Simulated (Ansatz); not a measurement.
Basis-set series for `[F][Ge]([F])([Cl])[I]`. Charge 0, multiplicity 1. I: def2 effective core potential. The geometry is a stationary point of PBE0-D4/def2-TZVP.

Z-matrix (Å, degrees):
```
Ge
F 1 1.711
Cl 1 2.107 2 108.0
I 1 2.454 2 110.3 3 -125.9
F 1 1.711 2 105.2 3 115.2
```

```csv
functional,basis,functions,energy (Eh),HOMO (eV),LUMO (eV)
PBE0-D4,def2-SVP,104,-3033.59915,-8.67,-2.36
PBE0-D4,def2-TZVPP,202,-3034.28682,-8.72,-2.44
ωB97M-V,def2-SVP,104,-3033.98456,-10.79,-0.27
ωB97M-V,def2-TZVPP,202,-3034.67420,-10.87,-0.44
```

Question: Give the rows for def2-QZVPP. (An estimate is asked.)

Answer: The calculation gave: 
```
functional       basis  functions  energy (Eh)  HOMO (eV)  LUMO (eV)
   PBE0-D4  def2-QZVPP        355  -3034.35806      -8.74      -2.48
   ωB97M-V  def2-QZVPP        355  -3034.74260     -10.90      -0.52
```

Scalar relativity is left out up to krypton.

All numbers were calculated with Ansatz.
